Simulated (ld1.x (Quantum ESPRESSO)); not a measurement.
# Scattering properties, TM potential for Bi

- Element: Bi
- Generator: ld1.x (Quantum ESPRESSO) 7.5
- Type: norm-conserving Troullier–Martins (Kleinman–Bylander form)
- Functional: revPBE
- Relativity: fully relativistic
- Frozen core: [Xe] 4f14 5d10
- Valence charge: 5
- Reference configuration: 6s2 6p3
- Partial waves: 6p (bound): rc 2.45 bohr; 6d channel at -0.15 Ry: rc 2.15 bohr; 6s (bound): rc 1.85 bohr
- Local potential: the s channel
- Core correction: none

Open shells are filled in proportion to 2j + 1 (rel_dist='average').

The phase is arctan(r·u′/u) with u = r·R(r), unwrapped; energies in Ry, scanned from -3 to 5 Ry. A pole is an energy at which the radial function vanishes at the test radius. The pseudo phase is shifted by a multiple of π to meet the all-electron one at the reference energy, and phase errors are pseudo minus all-electron; the curves can meet again beyond the range given. Levels narrower than the energy grid can be missing from the lists of poles.

```json
{"channel": "s", "radius (bohr)": "2.65", "reference energy (Ry)": "-1.05", "poles, all-electron": "0.02", "poles, pseudo": "0.01", "unbroken range about the reference energy with phases within 0.05 rad": "below 2.2", "phase error 1 Ry above the reference energy (rad)": "-0.002"}
{"channel": "p1/2", "radius (bohr)": "2.65", "reference energy (Ry)": "-0.44", "poles, all-electron": "1.24", "poles, pseudo": "1.20", "unbroken range about the reference energy with phases within 0.05 rad": "below 3.3", "phase error 1 Ry above the reference energy (rad)": "-0.003"}
{"channel": "p3/2", "radius (bohr)": "2.65", "reference energy (Ry)": "-0.29", "poles, all-electron": "1.94", "poles, pseudo": "1.80", "unbroken range about the reference energy with phases within 0.05 rad": "below 3.2", "phase error 1 Ry above the reference energy (rad)": "-0.007"}
{"channel": "d3/2", "radius (bohr)": "2.65", "reference energy (Ry)": "-0.15", "poles, all-electron": "-2.02, 4.37", "poles, pseudo": "3.19", "unbroken range about the reference energy with phases within 0.05 rad": "-1.7 to 0.7", "phase error 1 Ry above the reference energy (rad)": "-0.091"}
{"channel": "d5/2", "radius (bohr)": "2.65", "reference energy (Ry)": "-0.15", "poles, all-electron": "-1.78, 4.56", "poles, pseudo": "-2.42, 3.28", "unbroken range about the reference energy with phases within 0.05 rad": "-1.5 to 0.7", "phase error 1 Ry above the reference energy (rad)": "-0.078"}
```

Note: ghost states, extra bound levels that the all-electron valence spectrum of the same l lacks: d3/2 at -43.1 eV, d5/2 at -34.7 eV. A true bound ghost makes a file unfit for plane-wave use.

Phases in the d5/2 channel:

```tsv
E (Ry)	all-electron	pseudo
-3.00	1.326	1.234
-2.76	1.305	0.929
-2.52	1.270	-1.429
-2.28	1.194	-1.657
-2.04	0.713	-1.717
-1.80	-1.545	-1.750
-1.56	-1.711	-1.775
-1.32	-1.767	-1.797
-1.08	-1.804	-1.819
-0.84	-1.836	-1.843
-0.60	-1.868	-1.871
-0.36	-1.903	-1.904
-0.12	-1.946	-1.946
0.12	-2.000	-2.002
0.36	-2.073	-2.081
0.60	-2.176	-2.203
0.84	-2.333	-2.408
1.08	-2.586	-2.780
1.32	-2.986	-3.366
1.56	-3.482	-3.902
1.80	-3.888	-4.217
2.04	-4.147	-4.393
2.28	-4.306	-4.501
2.52	-4.411	-4.575
2.76	-4.484	-4.629
3.00	-4.538	-4.672
3.24	-4.580	-4.707
3.48	-4.613	-4.739
3.72	-4.641	-4.768
3.96	-4.664	-4.796
4.20	-4.685	-4.825
4.44	-4.704	-4.855
4.68	-4.721	-4.889
4.92	-4.737	-4.930
```
